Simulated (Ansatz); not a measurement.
**Two structures, one formula**

The two ends of one reaction step of SiH$_{4}$OF$_{2}$, singlet (PBE0-D4/def2-TZVP).

A:

Si1  (-0.830, 0.618, -0.060)
O2  (1.273, -0.943, 0.501)
F3  (-0.296, 0.258, -1.519)
F4  (-2.097, 1.556, -0.315)
H5  (0.146, 1.452, 0.659)
H6  (1.124, -1.793, 0.076)
H7  (-1.352, -0.581, 0.613)
H8  (2.031, -0.566, 0.046)
(Å)

B:

Si1  (0.149, 1.287, -0.145)
O2  (0.901, -0.055, 0.338)
F3  (-0.311, 1.176, -1.658)
F4  (-1.180, 1.530, 0.683)
H5  (1.058, 2.421, 0.020)
H6  (-0.667, -2.670, 0.574)
H7  (-0.406, -2.783, -0.118)
H8  (0.457, -0.906, 0.305)
(Å)

Program: Ansatz 0.2.0. Basis: def2-TZVPP. Cores are frozen in the correlated methods. B3LYP uses VWN-RPA correlation.

Task: Which structure is lower at CCSD(T), and by how much? (Judge from chemistry; the value comes from the calculation.)

Result: The calculation gives: B, by 88.1 kJ/mol (electronic energy, against the other). By their contacts, A is a complex of SiH₂F₂ ([F][SiH2][F]) + H₂O and B is a complex of SiH₂OF₂ ([OH][SiH]([F])[F]) + H₂.

All methods give the same order:

```tsv
method	E(B) − E(A) (kJ/mol)
SPW92	-79.1
PBE-D4	-81.6
BLYP-D4	-88.6
r2SCAN-D4	-91.2
B97M-V	-89.7
PBE0-D4	-82.7
B3LYP-D4	-88.6
r2SCAN0-D4	-90.2
BHLYP-D4	-89.4
CAM-B3LYP-D4	-88.9
wB97X-V	-85.4
wB97M-V	-85.9
B2PLYP	-90.6
PBE-QIDH	-87.5
RPA on PBE	-84.8
HF	-92.6
MP2	-92.7
CCSD	-87.5
CCSD(T)	-88.1
```

The T1 diagnostic stays at or below 0.012.

Labels in which every atom is bracketed show which atoms are joined, not bond orders.

For scale, one of the runs: CCSD(T)/def2-TZVPP, 191 basis functions, launched by `ansatz run in.yaml --threads 4 --pin off --events-out ev --progress --plain --max-ram 9574MiB`. Time: 40 s of wall clock on 4 CPU threads of an Arm Neoverse V2; the host was shared. Peak host memory: 2.2 GiB.
